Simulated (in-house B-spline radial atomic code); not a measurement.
A fraction x of an electron is removed from 3d in Nb IV (Nb3+), starting from [Kr] 4d2 and keeping the highest spin. Method: non-relativistic r2SCAN, spin-polarised, spherical fractional occupations, point nucleus. Calculated with an all-electron radial atomic-structure program (B-spline basis).

```tsv
x	E(x) - E(0) (eV)	3d down level (eV)
0	0.0000	-233.302
0.12	28.2428	-237.416
0.14	32.9980	-238.105
0.27	64.2438	-242.606
0.46	?	?
0.5	120.9673	-250.661
0.62	?	?
0.68	166.6600	-257.046
0.85	210.8749	-263.139
1	250.7521	-268.565
```

Problem. What belongs in the row x = 0.46?

Solution. An energy change of 110.9691 eV; 3d down at -249.252 eV.

Problem. What belongs in the row x = 0.62?

Solution. An energy change of 151.3013 eV; 3d down at -254.910 eV.

Problem. Check Janak's theorem between x = 0.12 and 0.14.

Solution. The slope of the energy is 237.76 eV; the orbital levels give 237.76 eV (-ε of the emptying orbital, averaged over the two points).
